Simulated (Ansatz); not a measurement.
The first iterations of a band of CH₅BSSi (9 atoms, charge 0, multiplicity 1).

The calculation used Ansatz 0.2.0, RKS CAM-B3LYP-D4/STO-3G.

| Property | Result |
| --- | --- |
| movable images | 7 |
| climbing image | yes |
| spring | 5.0 eV/Å² |
| optimiser | quadratic models (default) |
| start path | IDPP |
| force threshold | 0.03 eV/Å |
| iteration limit | 60 |
| end points | relaxed |

Image 0:

```xyz
9
Properties=species:S:1:pos:R:3
B -0.644 1.280 -0.973
C 0.183 0.124 -0.351
Si 0.389 -1.111 1.024
S 1.013 0.513 -1.720
H -1.610 1.023 -1.575
H -0.525 2.357 -0.538
H 1.562 -1.917 0.810
H -0.787 -1.939 1.049
H 0.508 -0.377 2.256
```

Image 8:

```xyz
9
Properties=species:S:1:pos:R:3
B -0.660 1.258 -0.991
C 0.191 0.135 -0.342
Si 0.393 -1.105 1.029
S 1.069 0.587 -1.661
H -0.620 2.332 -0.536
H -1.580 0.962 -1.646
H 1.565 -1.912 0.814
H -0.784 -1.931 1.055
H 0.515 -0.372 2.261
```

| iteration | highest image above the first end (eV) | largest band force component (eV/Å) |
| --- | --- | --- |
| 1 | 3.580 | 6.791 |
| 2 | 1.992 | 4.036 |
| 3 | 1.194 | 2.262 |

Task: Does the band converge within its limit, and where does its top end?

Result: The forces met the threshold. It ended after 10 iterations with the highest image 0.936 eV above the first end. A vibrational analysis at the climbing image gives one clearly imaginary mode, 187i cm⁻¹: a first-order saddle point. Limits of this set-up: minimal basis.

Time of the run: 2.4 min on 1 thread of Arm Neoverse V1, on a shared host, peak memory 0.2 GiB.
